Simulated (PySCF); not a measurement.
**H2GeS: one-bond stretch**

All numbers come from PySCF, PBE0, basis Ge def2-TZVP, S def2-TZVP, H def2-TZVP (no relativity, density fitting).

Rigid scan from the singlet minimum (Ge–H 1.540 Å (×2), Ge–S 2.021 Å; H–Ge–H 111.0°, H–Ge–S 124.5° (×2)). Coordinate: the bond from Ge to the last atom (H) scaled, the rest fixed. Energies in kJ/mol from the minimum.

| scale of one bond | E (kJ/mol) | dipole size (D) |
| --- | --- | --- |
| 0.92 | 14.7 | 3.11 |
| 0.96 | 3.3 | 3.06 |
| 1.00 | 0.0 | 3.00 |
| 1.05 | 4.2 | 2.93 |
| 1.12 | 21.1 | 2.83 |
| 1.20 | 49.8 | 2.70 |
| 1.35 | 114.8 | 2.48 |
| 1.55 | 201.9 | – |
| 1.80 | 292.7 | – |
| 2.20 | 391.9 | – |

At long bonds a restricted determinant can lie too high, and another spin state can fall below this curve.

Other isomers or separated fragments may lie lower.
